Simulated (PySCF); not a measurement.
Method: PBE-D3(BJ)/def2-TZVP // B3LYP-D3(BJ)/def2-TZVP (PySCF). Gas-phase values, no solvent. Excitations are Tamm–Dancoff values on a coarser integration grid. The basis has no diffuse functions, so Rydberg states are missing or too high.

Reference species (SMILES): `[Al]([Cl])([Br])[Cl]` (neutral, multiplicity 1).

* **S1–T1 gap (TDA)**: 0.26 eV
* **T1 excitation (TDA)**: 5.24 eV
* **S1 excitation (TDA)**: 5.50 eV

Changed species: `[Br][Al]([Br])[Br]` (3 of 3 Cl replaced by Br; the reference has 1 of 3 Cl replaced by Br).

**Question.** Predict the effect on the S1–T1 gap (TDA), T1 excitation (TDA) and S1 excitation (TDA).

**Answer.** the S1–T1 gap (TDA) falls by 0.02 eV, to 0.24 eV; the T1 excitation (TDA) drops by 0.44 eV, to 4.80 eV; the S1 excitation (TDA) drops by 0.46 eV, to 5.04 eV.
